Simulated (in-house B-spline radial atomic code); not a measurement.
Settings and results of a run for Se III (Se2+). Level of theory: scalar-relativistic (X2C) Hartree-Fock, spin-polarised, averaged over the determinants with the given up and down occupations, Fermi nucleus of rms radius 4.14 fm, inside a hard spherical wall at 3.01 bohr; calculated with an all-electron radial atomic-structure program (B-spline basis).

Command:
```bash
python run_scf.py task.json out
```
Settings (nuclear radius in fm, mass in u):
```
Z                34
configuration    [Ar] 3d10 4s2 4p1 4f1
hamiltonian      x2c
method           hf
spin_polarised   True
nucleus          fermi
rms_radius       4.14
atomic_mass      79.91652
speed_of_light   137.035999084
wall_radius      3.01
```

Output (hartree, bohr):
```
 radial grid: 61 intervals, B-splines of order 8, outer radius 3.01 bohr

 iter        energy (Eh)    residual
    1      -2424.0415889    4.34e-01
    2      -2424.5156324    9.31e-02
    3      -2424.6879300    1.61e-02
    4      -2424.6931489    5.82e-03
    5      -2424.6933185    2.12e-03
    6      -2424.6933779    4.84e-04
    7      -2424.6933817    1.00e-04
    8      -2424.6933818    8.67e-06
    9      -2424.6933818    8.52e-07
   10      -2424.6933818    5.49e-08

 total energy                    -2424.693382
 kinetic                           2489.46260
 electron-nucleus                 -5844.16000
 electron-electron                  930.00402

 orbital      occ     eigenvalue          <r>       <r^2>       <1/r>       r_max
 1s up      1.000     -468.77576    0.0436563  0.00257797     35.3328     0.02834
 1s down    1.000     -468.76875    0.0436558   0.0025779     35.3331     0.02834
 2s up      1.000      -63.01153     0.194956    0.044897     7.79239       0.164
 2s down    1.000      -63.00955     0.194951   0.0448935     7.79236       0.164
 2p up      3.000      -55.32433     0.170927   0.0357867     7.48667      0.1317
 2p down    3.000      -55.31784     0.170946   0.0357949     7.48586      0.1317
 3s up      1.000       -9.88145     0.570861     0.37473     2.51643      0.5012
 3s down    1.000       -9.86839     0.570668    0.374307     2.51627      0.5013
 3p up      3.000       -7.38421     0.588456    0.405836     2.33752       0.501
 3p down    3.000       -7.36584     0.587995    0.404804     2.33786      0.5013
 3d up      5.000       -3.25836     0.626517    0.486937      2.0311      0.4565
 3d down    5.000       -3.24593     0.621774    0.477676     2.04027       0.456
 4s up      1.000       -1.42672      1.54704     2.62765    0.831092       1.458
 4s down    1.000       -1.26068      1.54358     2.61816    0.834603        1.45
 4p up      1.000       -0.88214      1.63749     2.93143    0.775968       1.596
 4f up      1.000        0.89371      1.87562     3.71545    0.572183       1.946
```

Time taken, with all properties: 0.25 s on 1 thread of Arm Neoverse V1 (shared host).

One-electron X2C: radii and densities carry no picture-change correction, so inner-shell <1/r> comes out high (for 1s by about 2 % at Z = 33, 5 % at 54, 10 % at 75, 30 % at 118) and <r> low.
